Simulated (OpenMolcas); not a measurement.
# Tc³⁺: the spin-orbit constant, worked from levels

| Item | Value |
| --- | --- |
| Program | OpenMolcas |
| Basis | ANO-RCC-VQZP [8s7p5d3f2g1h] |
| Scalar Hamiltonian | DKH2, point nucleus |
| Active space | 4 electrons in 5 orbitals (4d) |
| State averaging | 2S+1 = 5 even, 5 roots; 2S+1 = 3 even, 45 roots; 2S+1 = 1 even, 50 roots |
| Spin-orbit coupling | state interaction with AMFI integrals over the reference wave functions, term energies averaged over their components |

Methods: CASSCF; MS-CASPT2, IPEA 0.25 Eh, imaginary shift 0.1 Eh (closed shells correlated: 4s 4p).

**The spin-orbit constant.** For the Hund term ⁵D of d4, E(J) = (A/2) J(J+1) + constant and ζ = 2S·A = 4A. From J = 0 to J = 4 the energy changes by 10 A.

```csv
Source,E(4) - E(0),A,ζ
CASSCF,2521.2,252.1,1008
MS-CASPT2,2559.9,256.0,1024
```

All in cm-1. Both methods take the spin-orbit matrix elements from the reference wave functions, so the second can move ζ only through the term energies and any multistate remixing. Second-order mixing with other terms is absorbed into this ζ.

CASPT2 does not keep the components of a term degenerate, so their means are used; among the terms shown or strongly mixed into the levels shown the widest spread is 11 cm-1 (4d⁴ ⁵D, MS-CASPT2). Without dynamic correlation excited terms often stand tens of per cent too high (terms of higher spin than the ground term too low), and those without a measured partner can miss by more than the paired ones (holds for CASSCF). Only configurations of the active space appear.
